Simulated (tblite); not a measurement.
Input of a run (GFN2-xTB geometry optimisation, gas phase (tblite 0.8.0)), started from a force field or distance geometry:
```
{"job": {"kind": "relax", "xc": "GFN2-xTB", "basis": "xTB"}, "charge": 0, "multiplicity": 1}
C      3.493100    -0.708400     0.001200
C      2.306900     0.163300     0.258500
C      2.227000     1.406800     0.867400
P      0.501800     2.089500     0.956800
C      0.068900     0.480700     0.138800
C     -1.316500     0.015700    -0.279000
C     -1.930200     1.002500    -1.291500
C     -2.219500    -0.087300     0.963000
C     -1.250300    -1.378100    -0.943700
O      1.111900    -0.363600    -0.137500
H      4.405500    -0.236600     0.350400
H      3.371300    -1.669000     0.517100
H      3.578200    -0.893500    -1.061100
H      3.049400     1.986100     1.250000
H     -2.913300     0.655800    -1.630500
H     -1.292600     1.119400    -2.157200
H     -2.079200     1.997300    -0.849600
H     -2.382400     0.874900     1.439500
H     -1.799600    -0.763500     1.716500
H     -3.209200    -0.477600     0.692200
H     -2.258300    -1.707300    -1.236400
H     -0.633700    -1.358500    -1.846000
H     -0.834000    -2.121600    -0.253400
```

Output (eV, eV/Å):
```
step      E/eV     max force
  0    -825.21072    4.681
  1    -825.56910    2.375
  2    -825.65477    1.286
  3    -825.68015    0.250
  4    -825.68740    0.227
  5    -825.70153    0.300
  6    -825.70831    0.274
  7    -825.71559    0.144
  8    -825.71902    0.145
  9    -825.72149    0.114
 10    -825.72307    0.098
 11    -825.72430    0.091
 12    -825.72539    0.081
 13    -825.72671    0.093
 14    -825.72810    0.075
 15    -825.72920    0.069
 16    -825.72987    0.052
 17    -825.73038    0.067
 18    -825.73087    0.061
 19    -825.73126    0.037
 20    -825.73150    0.031
 21    -825.73167    0.027
 22    -825.73186    0.030
 23    -825.73206    0.030
 24    -825.73221    0.024
 25    -825.73232    0.024
 26    -825.73245    0.024
 27    -825.73263    0.027
 28    -825.73289    0.034
 29    -825.73318    0.040
 30    -825.73347    0.045
 31    -825.73373    0.043
 32    -825.73397    0.036
 33    -825.73420    0.031
 34    -825.73440    0.027
 35    -825.73456    0.026
 36    -825.73467    0.025
 37    -825.73474    0.022
 38    -825.73479    0.020
 39    -825.73484    0.015
 40    -825.73488    0.016
 41    -825.73491    0.010
```

Question: Summarise the run.

Answer: The energy falls by 0.524 eV over 41 L-BFGS steps, the largest force on an atom goes from 4.68 to 0.010 eV/Å, and the atoms move by 0.076 Å rms after alignment. The bond that changes most is P4–C5 (ends: phosphorus bonded to 2 C; substituted aromatic carbon), which shortens by 0.137 Å. Bonds longer at the end by more than 0.005 Å: 2 of 23; shorter: 17. Among the angles that change most is P4–C3–H14, from 119.7° to 124.4°. The energy never rose by more than 1e-5 eV on the way. The first step brought 68 % of the lowering.

Question: What are the final bond lengths?

Answer: C1–C2 1.491 Å, C2–C3 1.358 Å, C3–P4 1.766 Å, P4–C5 1.719 Å, C5–C6 1.507 Å, C6–C7 1.533 Å, C6–C8 1.533 Å, C6–C9 1.529 Å, C5–O10 1.342 Å, C2–O10 1.343 Å, C1–H11 1.085 Å, C1–H12 1.090 Å, C1–H13 1.090 Å, C3–H14 1.074 Å, C7–H15 1.087 Å, C7–H16 1.088 Å, C7–H17 1.088 Å, C8–H18 1.088 Å, C8–H19 1.088 Å, C8–H20 1.087 Å, C9–H21 1.087 Å, C9–H22 1.087 Å, C9–H23 1.088 Å. Numbering counts from 1 in the input's order; the species is `Cc1cpc(C(C)(C)C)o1`.

The run took 0.41 s on one thread, Arm Neoverse V1 (aarch64), no GPU, shared host with 32 logical CPUs at a one-minute load of 14.

GFN2-xTB frequencies show an imaginary mode (22i cm⁻¹), so the point is no minimum at that level. 2 starts were optimised and ended at 0.00 and 0.07 kcal/mol (GFN2-xTB); the lowest of these is shown.

The values belong to the conformer `[CH3:1][c:2]1[cH:3][p:4][c:5]([C:6]([CH3:7])([CH3:8])[CH3:9])[o:10]1`: P4–C5–C6–C7 59°.

These are computed values.
